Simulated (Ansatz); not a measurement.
CH$_{8}$N$_{2}$OSi (`NC(O)N[SiH3]`). The species carries charge 0 and has multiplicity 1.

```
atom   x (Å)   y (Å)   z (Å)
  N1  -0.882  -0.155  -1.856
  C2  -0.229   0.359  -0.680
  O3   0.948   1.018  -1.092
  N4   0.107  -0.617   0.312
 Si5   0.371  -0.191   1.968
  H6  -0.293  -0.855  -2.297
  H7  -1.758  -0.598  -1.605
  H8  -0.922   1.071  -0.207
  H9   0.714   1.546  -1.863
 H10   0.697  -1.346  -0.070
 H11   1.647   0.521   2.264
 H12   0.356  -1.447   2.760
 H13  -0.755   0.694   2.366
```

(1) List the harmonic frequencies (cm⁻¹, unscaled) at PBE0-D4/def2-TZVP in Ansatz. (Estimate.)

(2) Is this a minimum?

(3) Give the ideal-gas thermochemistry at 298.15 K and 1 bar (rigid rotor, harmonic oscillator; point group C1, symmetry number 1).

(4) And at 400, 500, 600, 800 and 1000 K?

Answers

(1) Ansatz gave: 57, 113, 189, 262, 378, 425, 447, 552, 582, 681, 710, 839, 902, 926, 962, 974, 982, 1093, 1138, 1217, 1300, 1358, 1410, 1469, 1642, 2201, 2227, 2232, 3006, 3512, 3572, 3607, 3836.

(2) Yes, all 33 modes are real.

(3) Zero-point energy 267.9 kJ/mol; H(298) − E = 289.5 kJ/mol; entropy 348.2 J/(mol·K), of which translation 165.3, rotation 111.5, vibration 71.3; G(298) − E = 185.7 kJ/mol. Modes under 100 cm⁻¹ are hindered rotations or soft bends, so the harmonic entropy is rough.

(4) 
```json
{"T (K)": "400", "H − E (kJ/mol)": "302.8", "S (J/mol/K)": "386.2", "G − E (kJ/mol)": "148.3"}
{"T (K)": "500", "H − E (kJ/mol)": "318.3", "S (J/mol/K)": "420.8", "G − E (kJ/mol)": "107.9"}
{"T (K)": "600", "H − E (kJ/mol)": "335.9", "S (J/mol/K)": "452.8", "G − E (kJ/mol)": "64.2"}
{"T (K)": "800", "H − E (kJ/mol)": "375.8", "S (J/mol/K)": "510.0", "G − E (kJ/mol)": "-32.2"}
{"T (K)": "1000", "H − E (kJ/mol)": "420.5", "S (J/mol/K)": "559.7", "G − E (kJ/mol)": "-139.3"}
```
